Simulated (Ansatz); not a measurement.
Reaction (redistribution): `C[BH][Al]([OH])[F]` + `S[S][GeH3]` → `CB[S][GeH3]` + `[OH][Al]([F])[SH]`

Computed with Ansatz on PBE0-D4/def2-TZVP structures; ΔE is electronic, products minus reactants. CCSD(T)/CBS adds triple-zeta CCSD(T) − MP2 to the extrapolated MP2 energy (def2 sets, frozen cores). DFT in def2-TZVPP. For Ge outer-core shells are correlated without core-valence functions, which leaves a few kJ/mol of doubt a bond. Scalar relativity is left out up to krypton. Each species was taken in one conformer, which may not be the lowest.

| level | ΔE (kJ/mol) | difference from CCSD(T)/CBS |
| --- | --- | --- |
| r2SCAN-D4 | -279.3 | -5.2 |
| PBE0-D4 | -267.9 | 6.2 |
| ωB97X-V | -267.8 | 6.3 |
| ωB97M-V | -270.5 | 3.6 |
| B2PLYP | -273.4 | 0.7 |
| r2SCAN | -279.1 | -5.0 |
| CCSD/def2-TZVPP | -278.0 | -3.9 |
| CCSD(T)/def2-TZVPP | -279.1 | -5.0 |
| SCS-MP2/def2-QZVPP | -279.4 | -5.3 |
| HF/CBS(def2) | -275.9 | -1.8 |
| CCSD(T)/CBS | -274.1 | 0 |

Largest T1 diagnostic among the species: 0.013.

From PBE to PBE0 (25 % exact exchange), in def2-TZVPP and without D4, ΔE moves by −9.5 kJ/mol.
